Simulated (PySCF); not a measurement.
Species: C6H4Cl2F (doublet state).
Geometry (GFN2-xTB, Å), atoms numbered from 1 in this order:
```
atom  x, y, z in Å
C1    -1.7420   -0.9411    0.3440
C2    -0.4399   -0.2822    0.1181
C3     0.8416   -0.8289    0.2844
C4     1.7663    0.1340   -0.0688
Cl5    3.4450    0.0072   -0.0586
C6     1.0581    1.3409   -0.4733
Cl7    1.8183    2.7732   -0.9828
C8    -0.2725    1.0591   -0.3500
F9    -1.2977    1.8849   -0.6110
H10   -1.6397   -1.7822    1.0248
H11   -2.4677   -0.2290    0.7340
H12   -2.1365   -1.3149   -0.6041
H13    1.0623   -1.8205    0.6255
```

The species is `C[C]1C=C(Cl)C(Cl)=C1F` [radical].

Method used: UKS B3LYP, pcH-1 on C Cl F H, non-relativistic, mean-field spin-orbit, GIAO in PySCF. Isolated species at its GFN2-xTB geometry, gas phase. The geometry wasn't refined by DFT: couplings that depend on bond lengths, twists or pyramidal angles can differ widely from those at the functional's own minimum. Stability of the SCF solution: not tested.

The Mulliken spin populations are largest on C2 (+0.48), C4 (+0.44), C3 (-0.18) and Cl5 (+0.08).

Task: McConnell's relation a(H) = Q·ρ ties the coupling of a proton on a planar π carbon to the spin population of that carbon. What Q do the computed values give?

Result: 
| H | C | ρ(C) | a(H) (G) | a/ρ (G) |
| --- | --- | --- | --- | --- |
| H13 | C3 | -0.181 | +2.70 | -14.9 |

One proton gives one ratio, Q = -14.9 G, and no test of linearity. In McConnell's picture π spin on carbon polarises the C–H bond and leaves opposite spin at the proton, which makes Q negative, as found here. Where ρ is negative the coupling is positive.

Task: List the C–H protons on four-coordinate carbons next to a three-coordinate spin centre, with their couplings and θ (C–H bond against the normal to the plane of the centre's neighbours, projected along the bond that joins the two).

Result: 
```
β H  on  centre  θ (°)  cos²θ   a (G)
H10  C1      C2     68   0.14   +4.73
H11  C1      C2     54   0.34  +11.56
H12  C1      C2      8   0.98  +31.25
```

Fitting the Heller–McConnell form a = ρ(B0 + B2 cos²θ), with Mulliken ρ = 0.48, gives B0 = 1.3 G and B2 = 64.8 G, with a largest miss of 0.3 G. By this fit the coupling would be 31.9 G at θ = 0° and 0.6 G at 90°.

Task: What would the freely rotating methyl group on C1 show?

Result: Three equal couplings, a 1:3:3:1 quartet. The mean of the three values of this geometry estimates the splitting: 15.8 G, or 44.5 MHz (three bonds 120° apart have a mean cos²θ of 1/2 at any torsion).

Couplings in gauss use g_iso = 2.0054.
